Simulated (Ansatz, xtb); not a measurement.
# BF2GeH4O+: which of two conformers lies lower

Structure a: `FB[OH+][GeH2][F]`, a singlet. Structure b: `FB[OH+][GeH2][F]`, a singlet. Both are isolated ions in the gas phase, relaxed with r2SCAN-D4/def2-SVP.

a (Å):

```xyz
9

B     1.3895    0.5642    2.5669
F     0.8006    1.6202    2.1008
F    -1.9016   -0.1148    2.3166
Ge   -0.9092   -0.7214    1.0683
O     0.8004   -0.6493    2.0965
H     2.3265    0.5169    3.3011
H     1.1913   -1.4731    2.4464
H    -1.0353   -2.2247    0.9185
H    -0.6632    0.3031   -0.0177
```

b (Å):

```yaml
atoms:
  - { symbol: B, position_ang: [-0.7627, 0.0918, 0.3754] }
  - { symbol: F, position_ang: [-0.7641, -1.0325, -0.2796] }
  - { symbol: F, position_ang: [2.8597, 1.6354, -0.5453] }
  - { symbol: Ge, position_ang: [1.9886, 0.2163, -0.9373] }
  - { symbol: O, position_ang: [0.4457, 0.8087, 0.1843] }
  - { symbol: H, position_ang: [-1.6273, 0.5305, 1.0670] }
  - { symbol: H, position_ang: [0.5539, 1.6715, 0.6338] }
  - { symbol: H, position_ang: [1.4102, 0.2662, -2.3368] }
  - { symbol: H, position_ang: [2.4932, -0.9945, -0.1791] }
```

Estimate which is lower in electronic energy at CCSD(T)/def2-SVP + ΔMP2/def2-TZVPP, and by roughly how much.

Too close to call at this level: CCSD(T)/def2-SVP + ΔMP2/def2-TZVPP gives E(b) − E(a) = −2.92 kJ/mol.

The same difference at several levels:

```json
{"level": "r2SCAN-D4/def2-SVP", "geometry": "r2SCAN-D4/def2-SVP", "E(b) − E(a) (kJ/mol)": "−3.11", "departure from the last row (kJ/mol)": "−0.19", "job, with rough time for the two": "optimisation, 51 s"}
{"level": "HF/def2-SVP", "geometry": "r2SCAN-D4/def2-SVP", "E(b) − E(a) (kJ/mol)": "−5.71", "departure from the last row (kJ/mol)": "−2.79", "job, with rough time for the two": "part of the CCSD(T) run"}
{"level": "MP2/def2-SVP", "geometry": "r2SCAN-D4/def2-SVP", "E(b) − E(a) (kJ/mol)": "−2.92", "departure from the last row (kJ/mol)": "0.00", "job, with rough time for the two": "part of the CCSD(T) run"}
{"level": "CCSD(T)/def2-SVP", "geometry": "r2SCAN-D4/def2-SVP", "E(b) − E(a) (kJ/mol)": "−2.94", "departure from the last row (kJ/mol)": "−0.02", "job, with rough time for the two": "single point"}
{"level": "CCSD(T)/def2-SVP + ΔMP2/def2-TZVPP", "geometry": "r2SCAN-D4/def2-SVP", "E(b) − E(a) (kJ/mol)": "−2.92", "departure from the last row (kJ/mol)": "", "job, with rough time for the two": "single point, 58 s"}
```

The largest departure from CCSD(T)/def2-SVP + ΔMP2/def2-TZVPP is that of HF/def2-SVP, 2.79 kJ/mol. Levels run at GFN2-xTB geometries aren't shown. The last row adds to CCSD(T) the change of the MP2 difference between the two basis sets, here +0.02 kJ/mol.

With harmonic frequencies from r2SCAN-D4/def2-SVP (ideal gas, rigid rotor, one conformer each, 298.15 K, 1 atm): on the last row, ΔE + ΔZPE = −3.38 kJ/mol. A mode under 50 cm⁻¹ makes harmonic enthalpies and free energies unreliable, so none is given.

The correlated steps freeze 13 core orbitals; the filled d shell of Ge is correlated, in a basis made for valence electrons. Codes used: Ansatz 0.2.0; the last row on 2 threads of Intel(R) Xeon(R) Platinum 8259CL CPU @ 2.50GHz (Skylake/Cascade Lake) on a shared host.
